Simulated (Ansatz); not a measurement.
Ansatz (a quantum-chemistry and plane-wave program) input (B3LYP-D3(BJ)/def2-TZVP):

Ansatz 0.2 input:
```yaml
crystal:
  periodic: [false, false, false]
  atoms:
    - {symbol: O, position_ang: [0.43423239, -0.69934071, -1.18515025]}
    - {symbol: S, position_ang: [-0.28043456, 0.01828149, 0.09132429]}
    - {symbol: O, position_ang: [0.26531555, -0.57106084, 1.29921777]}
    - {symbol: O, position_ang: [-0.22585736, 1.43341129, -0.18149112]}
    - {symbol: H, position_ang: [0.69742826, -1.59658158, -0.92180003]}
basis:
  gaussian:
    orbitals: def2-TZVP
hamiltonian:
  xc: b3lyp
  dispersion: d3bj
magnetization: {spin_polarized: true, initial_magnetization: 1}
phonons: {temperatures: {t_min: 298.15, t_max: 298.15, t_step: 100}}
```

Output:

```
Functional definition: B3LYP
integrals: 0.05 GiB planned
768 factors; their error is unknown
mean field: 0.60 GiB planned
mean field evaluation 1: about -16983.8933 eV, gradient 5.9e1 eV
mean field evaluation 2: about -16954.0876 eV, gradient 1.1e2 eV
mean field evaluation 4: about -16994.2703 eV, gradient 9.1e0 eV
mean field evaluation 8: about -16994.5411 eV, gradient 6.4e-2 eV
mean field evaluation 16: about -16994.5712 eV, gradient 5.8e-5 eV
mean field -16994.57117798 eV, -624.5389714568 hartree, gradient 5.8e-5 eV, S^2 0.754780; 0 other end points of the search recorded, 0 dependent functions left out
the calculation of the forces begins
reference -16994.57136951 eV, -624.5389784954 hartree; 21, 20 occupied and 115, 116 virtual orbitals, 768 factors
these checks for a lower state are left out or cut short: stability, starts, cluster_reference, orbital_swaps, neighbouring_geometries, increment
integrals: 0.05 GiB planned
768 factors; their error is unknown
mean field: 0.60 GiB planned
mean field -16994.57115377 eV, -624.5389705671 hartree, gradient 2.3e-6 eV, S^2 0.754790; 0 other end points of the search recorded, 0 dependent functions left out
the calculation of the forces begins
reference -16994.57134528 eV, -624.5389776049 hartree; 21, 20 occupied and 115, 116 virtual orbitals, 768 factors
these checks for a lower state are left out or cut short: stability, starts, cluster_reference, orbital_swaps, neighbouring_geometries, increment
integrals: 0.05 GiB planned
768 factors; their error is unknown
mean field: 0.60 GiB planned
mean field -16994.57114266 eV, -624.5389701585 hartree, gradient 1.7e-6 eV, S^2 0.754769; 0 other end points of the search recorded, 0 dependent functions left out
the calculation of the forces begins
reference -16994.57133421 eV, -624.5389771980 hartree; 21, 20 occupied and 115, 116 virtual orbitals, 768 factors
these checks for a lower state are left out or cut short: stability, starts, cluster_reference, orbital_swaps, neighbouring_geometries, increment
integrals: 0.05 GiB planned
768 factors; their error is unknown
mean field: 0.60 GiB planned
mean field evaluation 32: about -16994.5710 eV, gradient 7.7e-5 eV
mean field -16994.57101469 eV, -624.5389654559 hartree, gradient 2.6e-6 eV, S^2 0.754777; 0 other end points of the search recorded, 0 dependent functions left out
the calculation of the forces begins
reference -16994.57120627 eV, -624.5389724963 hartree; 21, 20 occupied and 115, 116 virtual orbitals, 768 factors
these checks for a lower state are left out or cut short: stability, starts, cluster_reference, orbital_swaps, neighbouring_geometries, increment
integrals: 0.05 GiB planned
768 factors; their error is unknown
mean field: 0.60 GiB planned
mean field -16994.57103035 eV, -624.5389660315 hartree, gradient 1.8e-6 eV, S^2 0.754783; 0 other end points of the search recorded, 0 dependent functions left out
the calculation of the forces begins
reference -16994.57122183 eV, -624.5389730683 hartree; 21, 20 occupied and 115, 116 virtual orbitals, 768 factors
these checks for a lower state are left out or cut short: stability, starts, cluster_reference, orbital_swaps, neighbouring_geometries, increment
integrals: 0.05 GiB planned
768 factors; their error is unknown
mean field: 0.60 GiB planned
mean field -16994.57109565 eV, -624.5389684310 hartree, gradient 1.6e-6 eV, S^2 0.754770; 0 other end points of the search recorded, 0 dependent functions left out
the calculation of the forces begins
reference -16994.57128716 eV, -624.5389754691 hartree; 21, 20 occupied and 115, 116 virtual orbitals, 768 factors
these checks for a lower state are left out or cut short: stability, starts, cluster_reference, orbital_swaps, neighbouring_geometries, increment
integrals: 0.05 GiB planned
[...]
mean field: 0.60 GiB planned
mean field -16994.57114064 eV, -624.5389700845 hartree, gradient 1.8e-6 eV, S^2 0.754786; 0 other end points of the search recorded, 0 dependent functions left out
the calculation of the forces begins
reference -16994.57133219 eV, -624.5389771237 hartree; 21, 20 occupied and 115, 116 virtual orbitals, 768 factors
these checks for a lower state are left out or cut short: stability, starts, cluster_reference, orbital_swaps, neighbouring_geometries, increment
integrals: 0.05 GiB planned
768 factors; their error is unknown
mean field: 0.60 GiB planned
mean field -16994.57106647 eV, -624.5389673589 hartree, gradient 1.8e-6 eV, S^2 0.754801; 0 other end points of the search recorded, 0 dependent functions left out
the calculation of the forces begins
reference -16994.57125803 eV, -624.5389743983 hartree; 21, 20 occupied and 115, 116 virtual orbitals, 768 factors
these checks for a lower state are left out or cut short: stability, starts, cluster_reference, orbital_swaps, neighbouring_geometries, increment
integrals: 0.05 GiB planned
768 factors; their error is unknown
mean field: 0.60 GiB planned
mean field evaluation 128: about -16994.5709 eV, gradient 1.6e-1 eV
mean field -16994.57103235 eV, -624.5389661048 hartree, gradient 1.4e-6 eV, S^2 0.754759; 0 other end points of the search recorded, 0 dependent functions left out
the calculation of the forces begins
reference -16994.57122386 eV, -624.5389731427 hartree; 21, 20 occupied and 115, 116 virtual orbitals, 768 factors
these checks for a lower state are left out or cut short: stability, starts, cluster_reference, orbital_swaps, neighbouring_geometries, increment
integrals: 0.05 GiB planned
768 factors; their error is unknown
mean field: 0.60 GiB planned
mean field -16994.57116068 eV, -624.5389708210 hartree, gradient 2.5e-6 eV, S^2 0.754789; 0 other end points of the search recorded, 0 dependent functions left out
the calculation of the forces begins
reference -16994.57135220 eV, -624.5389778590 hartree; 21, 20 occupied and 115, 116 virtual orbitals, 768 factors
these checks for a lower state are left out or cut short: stability, starts, cluster_reference, orbital_swaps, neighbouring_geometries, increment
integrals: 0.05 GiB planned
768 factors; their error is unknown
mean field: 0.60 GiB planned
mean field -16994.57117306 eV, -624.5389712758 hartree, gradient 1.6e-6 eV, S^2 0.754771; 0 other end points of the search recorded, 0 dependent functions left out
the calculation of the forces begins
reference -16994.57136461 eV, -624.5389783151 hartree; 21, 20 occupied and 115, 116 virtual orbitals, 768 factors
these checks for a lower state are left out or cut short: stability, starts, cluster_reference, orbital_swaps, neighbouring_geometries, increment
integrals: 0.05 GiB planned
768 factors; their error is unknown
mean field: 0.60 GiB planned
mean field -16994.57102650 eV, -624.5389658900 hartree, gradient 1.6e-6 eV, S^2 0.754807; 0 other end points of the search recorded, 0 dependent functions left out
the calculation of the forces begins
reference -16994.57121807 eV, -624.5389729299 hartree; 21, 20 occupied and 115, 116 virtual orbitals, 768 factors
these checks for a lower state are left out or cut short: stability, starts, cluster_reference, orbital_swaps, neighbouring_geometries, increment
integrals: 0.05 GiB planned
768 factors; their error is unknown
mean field: 0.60 GiB planned
mean field -16994.57097533 eV, -624.5389640094 hartree, gradient 1.5e-6 eV, S^2 0.754752; 0 other end points of the search recorded, 0 dependent functions left out
the calculation of the forces begins
reference -16994.57116683 eV, -624.5389710468 hartree; 21, 20 occupied and 115, 116 virtual orbitals, 768 factors
these checks for a lower state are left out or cut short: stability, starts, cluster_reference, orbital_swaps, neighbouring_geometries, increment
integrals: 0.05 GiB planned
768 factors; their error is unknown
mean field: 0.60 GiB planned
mean field evaluation 160: about -16994.5711 eV, gradient 1.1e-1 eV
mean field -16994.57115553 eV, -624.5389706318 hartree, gradient 1.3e-6 eV, S^2 0.754776; 0 other end points of the search recorded, 0 dependent functions left out
the calculation of the forces begins
reference -16994.57134705 eV, -624.5389776699 hartree; 21, 20 occupied and 115, 116 virtual orbitals, 768 factors
these checks for a lower state are left out or cut short: stability, starts, cluster_reference, orbital_swaps, neighbouring_geometries, increment
integrals: 0.05 GiB planned
768 factors; their error is unknown
mean field: 0.60 GiB planned
mean field -16994.57115698 eV, -624.5389706850 hartree, gradient 1.4e-6 eV, S^2 0.754784; 0 other end points of the search recorded, 0 dependent functions left out
the calculation of the forces begins
reference -16994.57134853 eV, -624.5389777242 hartree; 21, 20 occupied and 115, 116 virtual orbitals, 768 factors
these checks for a lower state are left out or cut short: stability, starts, cluster_reference, orbital_swaps, neighbouring_geometries, increment
integrals: 0.05 GiB planned
768 factors; their error is unknown
mean field: 0.60 GiB planned
mean field -16994.57116770 eV, -624.5389710789 hartree, gradient 1.9e-6 eV, S^2 0.754780; 0 other end points of the search recorded, 0 dependent functions left out
the calculation of the forces begins
reference -16994.57135925 eV, -624.5389781181 hartree; 21, 20 occupied and 115, 116 virtual orbitals, 768 factors
these checks for a lower state are left out or cut short: stability, starts, cluster_reference, orbital_swaps, neighbouring_geometries, increment
integrals: 0.05 GiB planned
768 factors; their error is unknown
mean field: 0.60 GiB planned
mean field -16994.57115941 eV, -624.5389707744 hartree, gradient 3.0e-6 eV, S^2 0.754780; 0 other end points of the search recorded, 0 dependent functions left out
the calculation of the forces begins
reference -16994.57135093 eV, -624.5389778125 hartree; 21, 20 occupied and 115, 116 virtual orbitals, 768 factors
these checks for a lower state are left out or cut short: stability, starts, cluster_reference, orbital_swaps, neighbouring_geometries, increment
integrals: 0.05 GiB planned
768 factors; their error is unknown
mean field: 0.60 GiB planned
mean field -16994.57103328 eV, -624.5389661392 hartree, gradient 1.8e-6 eV, S^2 0.754780; 0 other end points of the search recorded, 0 dependent functions left out
the calculation of the forces begins
reference -16994.57122476 eV, -624.5389731758 hartree; 21, 20 occupied and 115, 116 virtual orbitals, 768 factors
these checks for a lower state are left out or cut short: stability, starts, cluster_reference, orbital_swaps, neighbouring_geometries, increment
integrals: 0.05 GiB planned
768 factors; their error is unknown
mean field: 0.60 GiB planned
mean field evaluation 192: about -16994.5711 eV, gradient 4.8e-4 eV
mean field -16994.57106117 eV, -624.5389671639 hartree, gradient 2.3e-6 eV, S^2 0.754780; 0 other end points of the search recorded, 0 dependent functions left out
the calculation of the forces begins
reference -16994.57125275 eV, -624.5389742046 hartree; 21, 20 occupied and 115, 116 virtual orbitals, 768 factors
these checks for a lower state are left out or cut short: stability, starts, cluster_reference, orbital_swaps, neighbouring_geometries, increment
integrals: 0.05 GiB planned
768 factors; their error is unknown
mean field: 0.60 GiB planned
mean field -16994.57114826 eV, -624.5389703644 hartree, gradient 2.5e-6 eV, S^2 0.754780; 0 other end points of the search recorded, 0 dependent functions left out
the calculation of the forces begins
reference -16994.57133979 eV, -624.5389774032 hartree; 21, 20 occupied and 115, 116 virtual orbitals, 768 factors
these checks for a lower state are left out or cut short: stability, starts, cluster_reference, orbital_swaps, neighbouring_geometries, increment
integrals: 0.05 GiB planned
768 factors; their error is unknown
mean field: 0.60 GiB planned
mean field -16994.57116658 eV, -624.5389710378 hartree, gradient 2.8e-6 eV, S^2 0.754780; 0 other end points of the search recorded, 0 dependent functions left out
the calculation of the forces begins
reference -16994.57135811 eV, -624.5389780762 hartree; 21, 20 occupied and 115, 116 virtual orbitals, 768 factors
Total energy: -16994.71652268 eV, -624.5443127760 hartree
Atom 0 at     0.434232    -0.699341    -1.185150 Å, force     0.000832     0.000015    -0.000462 eV/Å
Atom 1 at    -0.280435     0.018281     0.091324 Å, force    -0.000403    -0.000971     0.001751 eV/Å
Atom 2 at     0.265316    -0.571061     1.299218 Å, force    -0.000204     0.000777    -0.001468 eV/Å
Atom 3 at    -0.225857     1.433411    -0.181491 Å, force     0.000118     0.000395     0.000041 eV/Å
Atom 4 at     0.697428    -1.596582    -0.921800 Å, force    -0.000343    -0.000216     0.000138 eV/Å
Dipole moment:    -0.029489    -0.541990    -0.202636 e Å
Vibrations: 293.73 421.01 427.83 529.03 752.38 1101.99 1107.78 1311.53 3727.30 cm⁻¹, zero-point energy 0.599623 eV
```

It need not be the lowest isomer of its formula.
